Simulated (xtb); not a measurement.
B(Cl)(NH2)2 (BClH4N2), SMILES NB(N)Cl. All values are semi-empirical tight-binding results from xtb (GFN2-xTB unless named), good for trends rather than for accurate numbers. Geometry: GFN2-xTB. Other conformers were not sampled.

Optimised geometry:

```xyz
8

B      0.0000     0.0000     0.4197
Cl     0.0000     0.0000    -1.3302
N      0.0000    -1.2315     1.0826
H      0.0000    -1.3228     2.0818
H      0.0000    -2.1098     0.5974
N      0.0000     1.2315     1.0826
H      0.0000     1.3228     2.0818
H      0.0000     2.1098     0.5974
```

Computed properties:
```json
{
 "point_group_as_xtb_finds_it": "C2v",
 "orbital_gap": "6.78 eV",
 "dipole_moment": "4.02 D",
 "zero_point_energy": "35.5 kcal/mol",
 "G − E(el) at 298.15 K (modified RRHO)": "18.4 kcal/mol",
 "static polarisability (D4 model)": "46.5 bohr³",
 "solvation energy, GFN2-xTB/ALPB(water)": "-7.7 kcal/mol",
 "solvation energy, GFN2-xTB/ALPB(toluene)": "-5.2 kcal/mol"
}
```

Computed atomic charges and the Wiberg bond orders between heavy atoms:
charges (e) B1 0.39, Cl2 -0.34, N3 -0.36, H4 0.16, H5 0.18, N6 -0.36, H7 0.16, H8 0.18. Bond orders B1–Cl2 0.92, B1–N3 1.27, B1–N6 1.27.
